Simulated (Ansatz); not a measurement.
Geometry optimisation, RKS PBE0-D4/def2-SVP in Ansatz.

The input (input.yaml):

```yaml
crystal:
  periodic: [false, false, false]
  atoms:
    - { symbol: Ge, position_ang: [0.446088, 0.146368, -0.123273] }
    - { symbol: F, position_ang: [-0.968711, 0.50253, 2.360661] }
    - { symbol: O, position_ang: [1.551472, 0.064745, -1.521791] }
    - { symbol: H, position_ang: [1.976081, -0.793467, -1.621201] }
    - { symbol: H, position_ang: [-0.806094, 0.906695, -0.557876] }
    - { symbol: H, position_ang: [0.230034, -1.27736, 0.411156] }
    - { symbol: O, position_ang: [1.35292, 1.124995, 1.052998] }
    - { symbol: H, position_ang: [2.236787, 1.332442, 0.729879] }
    - { symbol: H, position_ang: [-0.218277, 0.993254, 2.586246] }
basis:
  gaussian: { orbitals: def2-SVP }
hamiltonian:
  xc: pbe0
  dispersion: d4
relax:
  f_tol: 0.03
  max_steps: 50
output:
  orbitals: {}
```

Run as:

```bash
$ ansatz run input.yaml --threads 2 --pin off --max-ram 3072MiB --backend cpu --events-out ev --progress --plain --runs-dir out
```

Problem. Where does it end, and by what steps?

Solution. It converged. The force dipped under the threshold on the way, but the program's further checks kept it going. After 14 steps the energy has fallen by 0.219 eV; H8 moved furthest, 0.58 Å.

```
step  energy less start (eV)  largest force component (eV/Å)  accepted
   0                  0.0000                           0.480       yes
   1                 -0.0787                           0.896       yes
   2                 -0.1476                           0.615       yes
   3                 -0.0655                           3.389        no
   4                 -0.1687                           0.122       yes
   5                 -0.1818                           0.169       yes
   6                 -0.0946                           1.564        no
   7                 -0.1958                           0.169       yes
   8                 -0.2038                           0.417       yes
   9                 -0.2149                           0.195       yes
  10                 -0.2077                           0.413        no
  11                 -0.2176                           0.032       yes
  12                 -0.2182                           0.022       yes
  13                 -0.2188                           0.053       yes
  14                 -0.2188                           0.028       yes
```

```xyz
9
Properties=species:S:1:pos:R:3
Ge 0.396 0.062 -0.172
F -0.774 0.689 2.486
O 1.464 -0.039 -1.581
H 2.157 -0.701 -1.489
H -0.729 0.992 -0.617
H 0.027 -1.315 0.379
O 1.358 0.815 1.165
H 1.777 1.643 0.904
H 0.125 0.855 2.242
```

Whether the end is a true minimum wasn't checked by a vibrational analysis.

Time of the run: 38 s on 2 threads of Arm Neoverse V1, on a shared host, peak memory 0.22 GiB.
